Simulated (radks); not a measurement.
Values are calculated unless marked as measured or tabulated.
I II, configuration [Kr] 4d10 5s2 5p4 (the NIST ground configuration). Level of theory: scalar-relativistic Kohn-Sham, LDA (Slater exchange, Perdew-Wang correlation), spin-polarised, spherical densities, finite nucleus; open shells are filled with parallel spins first (spin-orbit coupling, left out, can overturn this in heavy ions); Fermi nuclear charge, rms radius 4.75 fm (a radial shooting solver on a logarithmic mesh with Libxc functionals).

Local quantities along the radius. ELF = 1/(1 + alpha^2) is the electron localisation function; alpha = (tau - tau_W)/tau_unif compares the Pauli kinetic energy density with that of the uniform gas (summed over spins). tau is taken from the large components.

```
   r/bohr * ELF (the largest magnitude, 0.999, reaches the edge; | marks zero)
   0.0011 |                                                      *
 0.001503 |                                                      *
 0.002053 |                                                      *
 0.002782 |                                                      *
 0.003801 |                                                      *
 0.005192 |                                                      *
 0.007094 |                                                      *
 0.009614 |                                                      *
  0.01313 |                                                     *
  0.01794 |                                                   *
  0.02432 |                                        *
  0.03322 |                     *
  0.04539 |                  *
  0.06151 |                               *
  0.08403 |                                        *
   0.1148 |                               *
   0.1568 |                 *
   0.2126 |                               *
   0.2904 |                                         *
   0.3967 |                    *
   0.5376 |               *
   0.7345 |                                         *
    1.003 |                                 *
     1.36 |               *
    1.858 |                             *
    2.538 |                                         *
    3.467 |                            *
    4.699 |    *
     6.42 *
```

On this mesh the ELF has minima near r = 0.039, 0.16, 0.46, 1.4 bohr, which separate the shells, and maxima near 0.084 (0.75), 0.29 (0.76), 0.73 (0.76), 2.5 (0.77).
